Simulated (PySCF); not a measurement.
# Fractional electron number in Ti (titanium, neutral)

The 4s beta orbital of [Ar] 3d2 4s2 is emptied in steps (occupation f), with all orbitals relaxed, ending at [Ar] 3d2 4s1. Computed with PySCF 2.14 in def2-TZVPPD, with no relativity, point nucleus. The exact energy is a straight line in f; departures are measured from the line between the end points of the same method.

| f | BHandHLYP (eV) | BLYP (eV) |
| --- | --- | --- |
| 1 | 0.000 | 0.000 |
| 0.75 | -0.262 | -0.516 |
| 0.5 | -0.358 | -0.695 |
| 0.25 | -0.276 | -0.524 |
| 0 | 0.000 | 0.000 |

| method | E(f=0) − E(f=1) (eV) | −ε at f=1 (eV) | −ε at f=0.5 (eV) |
| --- | --- | --- | --- |
| BHandHLYP | 6.612 | 5.241 | 6.576 |
| BLYP | 6.768 | 4.043 | 6.744 |

Orbital energy along the path (eV):

| f | BHandHLYP | BLYP |
| --- | --- | --- |
| 1 | -5.241 | -4.043 |
| 0.75 | -5.891 | -5.370 |
| 0.5 | -6.576 | -6.744 |
| 0.25 | -7.317 | -8.163 |
| 0 | -8.063 | -9.430 |

Reference removal energy between the ground levels: 6.828 eV (measured; NIST Atomic Spectra Database, ionization energies). The calculation has no spin-orbit coupling.
